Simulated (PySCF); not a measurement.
# What a mistake does to a calculation on BGeH8NSi

These are calculations, not measurements. They come from PySCF 2.14.0, an open-source quantum chemistry program, on an isolated molecule that a program drew, which may never have been made. The molecule is BGeH8NSi (charge 0, singlet), drawn as the SMILES string `[BH2][GeH]([NH2])[SiH3]`.

Each row is a Hartree-Fock (HF) and frozen-core CCSD(T) single point in the cc-pV(D+d)Z basis, meant for a local HF minimum. Run 1 is clean. Each other run has one planted mistake out of seven kinds, and not every kind appears here: one electron removed, one electron added, multiplicity raised by two, geometry at a saddle point, minimal basis STO-3G, one bond length entered in bohr, all coordinates scaled. The reference is restricted for singlets and unrestricted otherwise, and also for a bond in bohr. Adding or removing an electron swaps singlet and doublet. Electrons count all cores. HOMO and LUMO are orbital energies over both spins, the gradient is its largest component, and the lowest frequency (negative if imaginary) is given only where the gradient is small. Bond lengths are over the 11 bonds as drawn. T1 is the CCSD diagnostic: over 0.02 (restricted) or 0.045 (unrestricted) a single reference is doubtful. Germanium has the cc-pVDZ-PP basis, with a core potential (ECP10MDF) in place of its 10 inner electrons, and its 3s, 3p and 3d shells are frozen in CCSD(T).

Geometry of the clean run:
```xyz
12
BGeH8NSi, angstrom
B    -1.6713    1.2402    2.0931
Ge   -0.3812    0.0155    1.0173
N     1.2073    0.9256    0.6896
Si   -0.0384   -2.0853    2.1808
H    -2.8489    1.0156    2.1077
H    -1.2594    2.1572    2.7467
H    -0.9603   -0.3202   -0.3674
H     1.6375    1.2923    1.5223
H     1.9028    0.3821    0.2064
H    -1.3120   -2.8334    2.3230
H     0.5128   -1.8433    3.5387
H     0.9279   -2.9301    1.4353
```

| run | electrons | basis functions | <S^2> | HOMO (eV) | LUMO (eV) | gradient (hartree/bohr) | lowest frequency (cm^-1) | mean bond (Å) | longest bond (Å) | T1 | HF (hartree) | CCSD(T) (hartree) | mistake |
|---|---|---|---|---|---|---|---|---|---|---|---|---|---|
| 1 | 66 | 114 | 0.000 | -9.48 | 1.29 | 1.2e-05 | 90 | 1.5243 | 2.426 | 0.0130 | -666.08112 | -666.61735 | no fault |
| 2 | 66 | 114 | 2.029 | -7.17 | -1.59 | 3.8e-02 | - | 1.5243 | 2.426 | 0.0334 | -665.96582 | -666.49929 | multiplicity raised by two |
| 3 | 67 | 114 | 0.762 | -0.84 | 7.65 | 2.9e-02 | - | 1.5243 | 2.426 | 0.0130 | -666.07043 | -666.62680 | one electron added |
| 4 | 65 | 114 | 0.777 | -15.18 | -5.80 | 7.0e-02 | - | 1.5243 | 2.426 | 0.0483 | -665.79568 | -666.30175 | one electron removed |
| 5 | 66 | 114 | 0.000 | -9.49 | 1.58 | 1.0e-01 | - | 1.3749 | 2.188 | 0.0126 | -665.95695 | -666.48306 | all coordinates scaled |
| 6 | 66 | 114 | 0.825 | -8.66 | 1.22 | 9.4e-03 | - | 1.6443 | 2.804 | 0.0417 | -665.97236 | -666.49860 | ? |

**Which mistake was planted in run 6, and what did it cost?**

The mean bond changes by a factor of 1.079 and the longest by 1.156, so the molecule wasn't scaled as a whole. A length L in bohr read as angstrom grows by (1/0.5292 - 1) L = 0.890 L. The 11 bonds together grew by 11 x 0.1200 = 1.320 Å, which gives L = 1.484 Å. That is the length of one of the H-Si bonds, 1.484 Å in the clean geometry. So the mistake is: one bond length entered in bohr. Subtracting run 1 and multiplying by 627.51 kcal/mol a hartree, the energy moved by 68.2 kcal/mol in HF and 74.5 kcal/mol in CCSD(T).

Cautions from the logs. Run 4: T1 is over the limit, so its CCSD(T) energy is less reliable.
